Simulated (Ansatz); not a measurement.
Computed with Ansatz on PBE0-D4/def2-TZVP structures; ΔE is electronic, products minus reactants. CBS: MP2 limit from def2 TZ/QZ plus the TZ coupled-cluster correction, frozen cores. This one scheme is used for every species. DFT in def2-TZVPP. B3LYP here is the variant with VWN-RPA as its local correlation; programs differ in this. HSE06 is defined as in plane-wave codes. Elements past krypton have def2 core potentials. For Te, Zn outer-core shells are correlated without core-valence functions, which leaves a few kJ/mol of doubt a bond. Scalar relativity is left out up to krypton.

Consider the formal exchange of groups at a Te–B bond: `B[TeH]` + `[CH3][ZnH]` → `[CH3][Zn][TeH]` + BH₃.

`B[TeH]`:

Z-matrix (Å, degrees):
```
B
Te 1 2.099
H 1 1.189 2 120.6
H 1 1.191 2 116.2 3 -180.0
H 2 1.659 1 96.2 3 -0.0
```

`[CH3][ZnH]`:

```xyz
6

C    -0.582    0.315    0.251
Zn    1.014   -0.549   -0.437
H    -0.345    0.957    1.103
H    -1.054    0.937   -0.515
H    -1.317   -0.423    0.582
H     2.284   -1.237   -0.984
```

`[CH3][Zn][TeH]`:

Cartesian coordinates in Å:
```
C -0.408 -0.332 -1.294
Zn 0.403 0.298 0.357
Te 1.445 1.108 2.471
H 0.281 -0.982 -1.836
H -1.317 -0.897 -1.075
H -0.673 0.510 -1.936
H 0.268 0.295 3.313
```

BH₃:

Cartesian coordinates in Å:
```
B 0.000 0.000 0.000
H -0.034 -1.051 -0.564
H -0.674 0.180 0.969
H 0.707 0.872 -0.405
```

```tsv
level	ΔE (kcal/mol)	difference from CCSD(T)/CBS
LDA (SPW92)	-3.5	8.0
PBE-D4	-6.2	5.3
revPBE-D4	-6.1	5.4
BLYP-D4	-7.9	3.6
PBE0-D4	-9.1	2.4
B3LYP-D4	-10.0	1.5
r2SCANh-D4	-9.1	2.4
r2SCAN0-D4	-10.4	1.1
HSE06-D4	-9.2	2.3
BHLYP-D4	-13.4	-1.9
CAM-B3LYP-D4	-10.3	1.2
ωB97X-V	-10.6	0.9
ωB97M-V	-10.4	1.1
B2PLYP	-10.3	1.2
PBE-QIDH	-10.6	0.9
PBE	-6.3	5.2
revPBE	-7.0	4.5
BLYP	-8.3	3.2
r2SCAN	-8.1	3.4
B3LYP	-10.2	1.3
r2SCANh	-9.0	2.5
r2SCAN0	-10.3	1.2
HSE06	-9.2	2.3
BHLYP	-13.2	-1.7
CAM-B3LYP	-10.2	1.3
RPA@PBE/def2-TZVPP	-6.5	5.0
HF/def2-SVP	-18.6	-7.1
MP2/def2-SVP	-12.1	-0.6
CCSD/def2-SVP	-12.0	-0.5
CCSD(T)/def2-SVP	-10.6	0.9
HF/def2-TZVPP	-18.1	-6.6
MP2/def2-TZVPP	-10.0	1.5
SCS-MP2/def2-TZVPP	-10.7	0.8
CCSD/def2-TZVPP	-10.1	1.4
CCSD(T)/def2-TZVPP	-8.7	2.8
HF/def2-QZVPP	-18.2	-6.7
MP2/def2-QZVPP	-11.7	-0.2
SCS-MP2/def2-QZVPP	-12.2	-0.7
MP2/CBS(def2)	-12.8	-1.3
CCSD/CBS(def2)	-12.9	-1.4
CCSD(T)/CBS	-11.5	0
```

Largest T1 diagnostic among the species: 0.015.

In def2-TZVPP, CCSD(T) changes the Hartree–Fock value by +9.4 kcal/mol (the triples alone add +1.4 kcal/mol) and MP2 by +8.1 kcal/mol. From r2SCAN to r2SCAN0 (25 % exact exchange), in def2-TZVPP and without D4, ΔE moves by −2.2 kcal/mol. At CCSD(T), def2-SVP lies +0.9 kcal/mol from the extrapolated value and def2-TZVPP +2.8 kcal/mol.
